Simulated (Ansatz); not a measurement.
This geometry of FGeH$_{2}$N (5 atoms, charge 0, multiplicity 1) is a first-order saddle point.

Method: RKS BLYP-D4/def2-SVP (Ansatz 0.2.0).

```xyz
5
Properties=species:S:1:pos:R:3
N -0.810 0.221 -0.186
Ge 0.228 -0.570 1.193
F 1.872 -0.577 0.455
H -0.474 1.168 -0.434
H -0.765 -0.315 -1.070
```

Task: Which two structures does it join? (They come from a converged band through this point; their orientation in space is the band's.)

Result: No bond is made or broken. The dihedral H5–N1–Ge2–F3 goes from 0 to 180°. The two ends are copies of one structure, up to a mirror image or an exchange of like atoms.

First end point:

```xyz
5
Properties=species:S:1:pos:R:3
N -0.487 0.354 -0.206
Ge 0.447 -0.312 1.241
F 1.626 -1.225 0.240
H -1.303 0.971 -0.139
H -0.233 0.138 -1.177
```

Last end point:

```xyz
5
Properties=species:S:1:pos:R:3
N -0.487 0.354 -0.206
Ge 0.445 -0.313 1.241
F 1.628 -1.221 0.240
H -0.230 0.140 -1.177
H -1.305 0.968 -0.140
```

Task: How far does it lie above each of them?

Result: 15.1 kcal/mol above the first and 15.1 kcal/mol above the second. This is the barrier of this one path; another mechanism may lie lower.

The run took 69 s on 1 thread of Arm Neoverse V2, on a shared host, peak memory 0.12 GiB.
